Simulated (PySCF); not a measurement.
C₃H₉AlO, SMILES C[CH2][AlH][O]C. Atoms are numbered in the order given.

```xyz
14

Al     0.0904     0.3354     0.2921
H      0.3194     1.5587     1.2876
C     -1.1020     0.3676    -1.2573
C     -1.8961     1.6573    -1.4644
H     -1.7823    -0.4998    -1.1697
H     -0.4881     0.1423    -2.1494
H     -1.2368     2.5313    -1.5920
H     -2.5496     1.8812    -0.6054
H     -2.5435     1.6114    -2.3557
O      0.9440    -1.1065     0.5933
C      1.8597    -1.6019     1.5093
H      2.7909    -1.9145     1.0031
H      2.1366    -0.8646     2.2878
H      1.4563    -2.4922     2.0248
```

Geometry: PBE0-D3(BJ)/def2-SVP. The structure was generated by enumeration; whether it is a known compound was not checked. The values are those of a single conformer.

Two levels are set side by side: PBE/pcSseg-1 (PySCF) and PBE0/pcSseg-1 (PySCF). GIAO shifts against H2O (¹⁷O), TMS (¹H), TMS (¹³C) at the same level; non-relativistic, no solvent, atoms listed together averaged. Differences are taken from unrounded values.

```json
[
 {"quantity": "δ(¹H) of H2 (ppm)", "PBE0": "5.00"},
 {"quantity": "δ(¹³C) of C3 (ppm)", "PBE0": "2.6"},
 {"quantity": "δ(¹³C) of C4 (ppm)", "PBE0": "10.9"},
 {"quantity": "δ(¹H) of H5, H6 (ppm)", "PBE0": "0.40"},
 {"quantity": "δ(¹⁷O) of O10 (ppm)", "PBE0": "71.3"},
 {"quantity": "δ(¹³C) of C11 (ppm)", "PBE0": "56.5"}
]
```

### Question
What does PBE give, and how far is it from PBE0? (The exact figures need the calculation; the answer reports its results.)

### Answer

| quantity | PBE | PBE minus PBE0 |
|---|---|---|
| δ(¹H) of H2 (ppm) | 5.24 | 0.24 |
| δ(¹³C) of C3 (ppm) | 4.5 | 1.9 |
| δ(¹³C) of C4 (ppm) | 11.2 | 0.4 |
| δ(¹H) of H5, H6 (ppm) | 0.50 | 0.09 |
| δ(¹⁷O) of O10 (ppm) | 100.2 | 28.9 |
| δ(¹³C) of C11 (ppm) | 58.9 | 2.3 |

Rough cost on one machine, each run with all the roots and properties that it gave: PBE0 against PBE within a factor of 2.
